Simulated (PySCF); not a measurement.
A series of related molecules.

All values: PBE0/pcSseg-1 (PySCF) at GFN2-xTB geometries, gas phase, one conformer each.

Question: Rank by LUMO energy, highest first.
A. `C[C@@H]1[C@@H]2C[C@@]1(C)[SiH2]S[SiH2]2`
B. `C[C@@H]1[C@@H]2C[C@@]1(C)C[SiH2]2`
C. `[C@@H]1(C)[C@@H]2C[C@]1([SiH2]C2)C`
D. `C[C@]1(S)[C@H]2C[C@]1(C)[SiH2][SiH2]2`

Answer: B (0.81 eV), C (0.68 eV), D (0.14 eV), A (-0.01 eV).

Question: Rank by HOMO–LUMO gap, lowest first.
A. `C[C@@H]1[C@H]2C[SiH2][C@]1(C)C2`
B. `C[C@@H]1[C@@H]2C[C@@]1(C)C[SiH2]2`
C. `C[C@@H]1[C@@H]2C[C@@]1(C)[SiH2]S[SiH2]2`
D. `C[C@]1(S)[C@H]2C[C@]1(C)[SiH2][SiH2]2`
E. `[C@H]12[C@H]([C@@](C)(C2)[SiH2][SiH2]1)C`

Answer: D (6.85 eV), C (7.01 eV), E (7.54 eV), A (7.93 eV), B (8.34 eV).

Question: Rank by the lowest Hirshfeld charge on any atom, lowest value first.
A. `C[C@]1(S)[C@H]2C[C@]1(C)[SiH2][SiH2]2`
B. `C[C@@H]1[C@@H]2C[C@@]1(C)[SiH2]S[SiH2]2`
C. `C[C@@H]1[C@H]2C[SiH2][C@]1(C)C2`

Answer: B (-0.198 e), C (-0.161 e), A (-0.130 e).

All values together:

```json
{"SMILES": "C[C@@H]1[C@@H]2C[C@@]1(C)[SiH2][SiH2]2", "change": "parent", "formula": "C6H14Si2", "μ (D)": "0.76", "HOMO (eV)": "-7.31", "LUMO (eV)": "0.23", "lowest IAO charge (e)": "-0.419 (C)", "highest IAO charge (e)": "+0.436 (Si)", "lowest Hirshfeld charge (e)": "-0.123 (C)", "highest Hirshfeld charge (e)": "+0.234 (Si)"}
{"SMILES": "C[C@]1(S)[C@H]2C[C@]1(C)[SiH2][SiH2]2", "change": "H on C replaced by SH", "formula": "C6H14SSi2", "μ (D)": "1.13", "HOMO (eV)": "-6.71", "LUMO (eV)": "0.14", "lowest IAO charge (e)": "-0.424 (C)", "highest IAO charge (e)": "+0.425 (Si)", "lowest Hirshfeld charge (e)": "-0.130 (C)", "highest Hirshfeld charge (e)": "+0.235 (Si)"}
{"SMILES": "C[C@@H]1[C@@H]2C[C@@]1(C)[SiH2]S[SiH2]2", "change": "S inserted into a Si-Si bond", "formula": "C6H14SSi2", "μ (D)": "3.09", "HOMO (eV)": "-7.02", "LUMO (eV)": "-0.01", "lowest IAO charge (e)": "-0.460 (S)", "highest IAO charge (e)": "+0.701 (Si)", "lowest Hirshfeld charge (e)": "-0.198 (S)", "highest Hirshfeld charge (e)": "+0.320 (Si)"}
{"SMILES": "C[C@]12C[C@H](C1)[SiH2][SiH2]2", "change": "terminal C group replaced by H", "formula": "C5H12Si2", "μ (D)": "0.62", "HOMO (eV)": "-7.38", "LUMO (eV)": "0.23", "lowest IAO charge (e)": "-0.417 (C)", "highest IAO charge (e)": "+0.435 (Si)", "lowest Hirshfeld charge (e)": "-0.123 (C)", "highest Hirshfeld charge (e)": "+0.236 (Si)"}
{"SMILES": "C[C@@H]1[C@@H]2C[C@@]1(C)C[SiH2]2", "change": "Si replaced by C", "formula": "C7H14Si", "μ (D)": "0.54", "HOMO (eV)": "-7.53", "LUMO (eV)": "0.81", "lowest IAO charge (e)": "-0.532 (C)", "highest IAO charge (e)": "+0.721 (Si)", "lowest Hirshfeld charge (e)": "-0.161 (C)", "highest Hirshfeld charge (e)": "+0.329 (Si)"}
{"SMILES": "C[C@@H]1[C@H]2C[SiH2][C@]1(C)C2", "change": "Si replaced by C", "formula": "C7H14Si", "μ (D)": "0.41", "HOMO (eV)": "-7.25", "LUMO (eV)": "0.68", "lowest IAO charge (e)": "-0.530 (C)", "highest IAO charge (e)": "+0.711 (Si)", "lowest Hirshfeld charge (e)": "-0.161 (C)", "highest Hirshfeld charge (e)": "+0.327 (Si)"}
{"SMILES": "C[C@@H]1C[C@@H]2C[C@@]1(C)[SiH2][SiH2]2", "change": "CH2 inserted into a C-C bond", "formula": "C7H16Si2", "μ (D)": "0.80", "HOMO (eV)": "-7.33", "LUMO (eV)": "0.15", "lowest IAO charge (e)": "-0.412 (C)", "highest IAO charge (e)": "+0.424 (Si)", "lowest Hirshfeld charge (e)": "-0.121 (C)", "highest Hirshfeld charge (e)": "+0.232 (Si)"}
```

Conformers: `[CH3:1][C@:2]1([SH:3])[C@H:4]2[CH2:5][C@:6]1([CH3:7])[SiH2:8][SiH2:9]2` with C1–C2–S3–H -64°.

Q: Give the shifts from the parent, `C[C@@H]1[C@@H]2C[C@@]1(C)[SiH2][SiH2]2`.

A: 
```tsv
SMILES	change in μ (D)	change in HOMO (eV)	change in LUMO (eV)
C[C@]1(S)[C@H]2C[C@]1(C)[SiH2][SiH2]2	+0.37	+0.60	-0.09
C[C@@H]1[C@@H]2C[C@@]1(C)[SiH2]S[SiH2]2	+2.33	+0.29	-0.24
C[C@]12C[C@H](C1)[SiH2][SiH2]2	-0.14	-0.07	0.00
C[C@@H]1[C@@H]2C[C@@]1(C)C[SiH2]2	-0.22	-0.22	+0.58
C[C@@H]1[C@H]2C[SiH2][C@]1(C)C2	-0.35	+0.06	+0.45
C[C@@H]1C[C@@H]2C[C@@]1(C)[SiH2][SiH2]2	+0.04	-0.02	-0.08
```
